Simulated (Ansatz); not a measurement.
Basis-set extrapolation for C8H7N (`c1ccc2[nH]ccc2c1`) (PBE0-D4/def2-TZVP geometry, frozen core, Ansatz 0.2.0). Multiplicity 1, RHF reference.

|  | def2-TZVPP | def2-QZVPP |
| --- | --- | --- |
| HF | -361.599971 | -361.615127 |
| MP2 correlation | -1.458036 | -1.551536 |
| CCSD(T) correlation | -1.557460 | not run |

Energies in hartree. Use E(X) = E(∞) + A·exp(−7.88·√X) for Hartree–Fock and E(X) = E(∞) + B·X^(−2.97) for correlation, with X = 3 and 4, and add CCSD(T) minus MP2 of the smaller set to the MP2 limit.

**Question.** What is the CCSD(T) energy at the basis-set limit?

**Answer.** HF limit: -361.615127 + (-0.015156) × 0.13774 = -361.61721. MP2 limit: -1.551536 + (-0.093500) × 0.74074 = -1.62080. Higher-order term: -1.557460 − (-1.458036) = -0.09942. Total: -363.33743 hartree, 472.6 kJ/mol below CCSD(T)/def2-TZVPP.
